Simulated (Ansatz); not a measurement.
A made-up structure of H2TeSe, singlet:

```xyz
4
angstrom
Se 0.5273 -1.0873 0.2276
Te 0.5948 1.0959 0.1693
H -0.8429 -0.9394 0.9090
H -0.2792 0.9307 -1.3058
```

It is relaxed with PBE-D4/def2-SVP and then PBE0-D4/def2-TZVP (Ansatz 0.2.0). Atoms count as bonded within 1.22 times the sum of their covalent radii (H–H: 0.88 Å). The end point is not checked to be a true minimum.

Task: Does its bonding change? (A judgement: the text doesn't fix the answer.)

Result: By the calculation: No: no bond forms or breaks.

Where it ends: The first stage lowers the energy by 1.63 eV in 8 steps. It ends as H₂TeSe ([SeH][TeH]):
```csv
atom,x (Å),y (Å),z (Å)
Se1,0.4499,-1.2458,0.3574
Te2,0.5829,1.2371,0.0199
H3,-0.8364,-1.2382,1.0723
H4,-0.1965,1.2468,-1.4496
```

Labels in which every atom is bracketed show which atoms are joined, not bond orders.

For scale, one of the runs: PBE0-D4/def2-TZVP relaxation, 110 basis functions, launched by `ansatz run in.yaml --threads 2 --pin off --events-out ev --progress --plain --max-ram 4352MiB`. The run took about 18 s on 2 CPU threads of an Arm Neoverse V1 (shared host).
